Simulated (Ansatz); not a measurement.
A structure relaxed at PBE0-D4/def2-TZVP, charge 0, multiplicity 1:

Cartesian coordinates in Å:
```
C 1.430 0.195 -0.799
B 0.224 -0.107 0.118
O -0.077 -0.688 1.240
Ge -1.769 0.038 0.495
H 1.539 1.274 -0.936
H 2.358 -0.207 -0.384
H 1.267 -0.234 -1.791
H -2.678 -1.205 0.424
H -2.294 0.934 1.633
```

**Question.** Give its formula and SMILES.

**Answer.** CH5BGeO, `C[B]1[O][GeH2]1`.

**Question.** Point group (tolerance 0.08 Å, 0.16 Å for H)?

**Answer.** Cs.

**Question.** Summarise the bond lengths by kind.

**Answer.** 1 × B–C 1.545 Å; 3 × C–H 1.093 Å; 1 × B–O 1.299 Å; 1 × B–Ge 2.033 Å; 1 × Ge–O 1.986 Å; 2 × Ge–H 1.541 Å.

Results of the Gaussian-basis code of Ansatz.
